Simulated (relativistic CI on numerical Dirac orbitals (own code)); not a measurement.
Method of calculation: Dirac-Coulomb-Breit CI, orbitals from a KLI potential per configuration, a model potential for QED, unscaled Slater integrals (own radial code, finite nucleus).

CI space (outside the closed core [Ar] 3d10): 4s2 4p6 4d4, 4s2 4p5 4d5, 4s2 4p6 4d3 4f, 4s 4p6 4d5, 4s2 4p6 4d3 5s, 4s2 4p5 4d4 4f, 4s2 4p6 4d3 5p, 4s 4p6 4d4 4f, 4s2 4p6 4d2 4f 5s, 4s2 4p6 4d3 5d, 4s2 4p6 4d2 5s 5p, 4s2 4p5 4d4 5s, 4s2 4p6 4d3 5f, 4s2 4p6 4d3 6s, 4s2 4p6 4d3 6p, 4s2 4p6 4d3 6f, 4s2 4p6 4d3 7s, 4s2 4p5 4d4 5d, 4s2 4p6 4d3 7p, 4s2 4p6 4d3 7f, 4p6 4d5 5p, 4p6 4d6, 4p5 4d7, 4p5 4d6 4f, 4s2 4p6 4d2 5s2, 4s2 4p6 4d 4f 5s2, 4s2 4p5 4d2 4f 5s2, 4s2 4p6 4d 5s2 5p. Double excitations out of closed p, d and f shells are left out; levels of such configurations are missing from the list, as are those of other unlisted configurations, and high levels can miss mixing partners. These lack a partner that the ground configuration has and come out too high: 4s2 4p5 4d4 5s, 4s2 4p5 4d4 5d.

At this charge energies of transitions that change n are usually good to better than 1 %, and those within a shell (Δn = 0) to a few per cent. Terms inside the open d or f shell come out 10 to 20 % too wide with unscaled integrals. Levels and lines within the n = 5 or 6 shells can be off by up to 10 % or somewhat more, and those that change n by about 2 %, since core polarisation is missing.

Outline of the computed level scheme of Xe XV. Lowest level of each configuration: 4s2 4p6 4d4 5D_0 at 0.0000 eV; 4s2 4p5 4d5 7P°_4 at 79.6679 eV.

Some strong electric-dipole decays among the lowest 45 levels: 4s2 4p5 4d5 5G°_2 → 4s2 4p6 4d4 5D_1 (2.8e+09 s⁻¹); 4s2 4p5 4d5 5D°_3 → 4s2 4p6 4d4 5D_2 (2.3e+09 s⁻¹); 4s2 4p5 4d5 5G°_4 → 4s2 4p6 4d4 5D_3 (1.1e+09 s⁻¹); 4s2 4p5 4d5 7P°_3 → 4s2 4p6 4d4 5D_4 (9.7e+08 s⁻¹); 4s2 4p5 4d5 5P°_2 → 4s2 4p6 4d4 5D_2 (5.8e+08 s⁻¹); 4s2 4p5 4d5 5P°_2 → 4s2 4p6 4d4 5D_3 (3.9e+08 s⁻¹); 4s2 4p5 4d5 7P°_3 → 4s2 4p6 4d4 5D_3 (3.0e+08 s⁻¹); 4s2 4p5 4d5 5G°_3 → 4s2 4p6 4d4 5D_3 (2.7e+08 s⁻¹).

LS names give the leading component of a level, which can be under half, so a name can repeat, a term be missing and a line seem to break the LS rules.
